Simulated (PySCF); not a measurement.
# Mg¹⁰⁺: ionisation energy

Mg¹⁰⁺ 1s2 (1S) → Mg¹¹⁺ 1s1 (2S), as a difference of total energies. Calculation: PySCF 2.14, in an uncontracted even-tempered set (17 s from 5.3 bohr⁻², ratio 2.2; 7 p from 8.2 bohr⁻², ratio 2.4; 4 d from 25 bohr⁻², ratio 2.4; 3 f from 37 bohr⁻², ratio 2.4; 3 g from 55 bohr⁻², ratio 2.4); the spin-free X2C one-electron Hamiltonian (Gaussian nucleus). Correlated levels: nothing frozen; virtual orbitals above 40 to 60 times the deepest correlated orbital energy dropped. The calculations carry no spin-orbit coupling.

```tsv
method	ionisation energy (eV)
UHF	1761.1
MP2 (all electrons)	1762.3
SCS-MP2 (all electrons)	1762.5
CCSD (all electrons)	1762.3
```

With two correlated electrons CCSD is exact in that space.

For comparison: 1761.8 eV (theoretical estimate listed by NIST; NIST Atomic Spectra Database, ionization energies).
